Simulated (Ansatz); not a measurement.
(1) Predict a relaxed structure of Ge(OMe)2 (C₂H₆GeO₂), charge 0, singlet, at PBE0-D4/def2-SVP (Ansatz).

Results:

(1) 
| atom | x (Å) | y (Å) | z (Å) |
| --- | --- | --- | --- |
| C1 | 0.5947 | -1.1436 | -1.0998 |
| C2 | -0.8880 | 1.2669 | 0.6911 |
| Ge3 | 1.2415 | -0.5210 | 1.7288 |
| O4 | 1.3314 | -1.2113 | 0.0839 |
| O5 | -0.0769 | 0.6820 | 1.6651 |
| H6 | 0.9024 | -0.2836 | -1.7218 |
| H7 | -0.4930 | -1.0635 | -0.9270 |
| H8 | 0.7719 | -2.0582 | -1.6910 |
| H9 | -1.7877 | 0.6570 | 0.4921 |
| H10 | -0.3657 | 1.4221 | -0.2691 |
| H11 | -1.2306 | 2.2533 | 1.0477 |
Point group C2 (tolerance 0.1 Å). This is one stationary point.

Another isomer (singlet) lies 0.41 eV lower at PBE0-D4/def2-TZVP; other spin states weren't run for this one.
